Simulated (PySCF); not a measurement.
**Radial density of Yb (ytterbium, neutral)**

r2SCAN, [Xe] 4f14 5d1 6s1, 6s spin antiparallel (an excited configuration). Computed with PySCF 2.14 in cc-pVTZ-X2C (10s9p7d5f3g1h, 145 functions), with scalar relativity by spin-free X2C-1e.

| r (bohr) | 4πr²ρ (e/bohr) | 4πr²(ρα − ρβ) |
| --- | --- | --- |
| 0.0170 | 91.95 | -0.0010 |
| 0.0287 | 84.40 | -0.0009 |
| 0.0482 | 118.4 | -0.0036 |
| 0.0811 | 112.1 | 0.0071 |
| 0.136 | 104.8 | 0.0030 |
| 0.229 | 86.61 | -0.0122 |
| 0.386 | 60.32 | -0.0260 |
| 0.649 | 43.12 | -0.0353 |
| 1.09 | 14.96 | 0.0258 |
| 1.84 | 4.566 | 0.2075 |
| 3.09 | 0.7611 | -0.0714 |
| 5.20 | 0.2883 | -0.0349 |
| 8.74 | 0.01769 | 0.0019 |
| 14.7 | 1.214e-05 | 0.0000 |

Densities and radii are taken from the X2C orbitals without a picture-change correction, which distorts them close to the nucleus.

Spin-orbit coupling, absent here, splits the open shell strongly. With the s spin flipped the determinant is a mixture of two multiplicities, not a spectroscopic state.
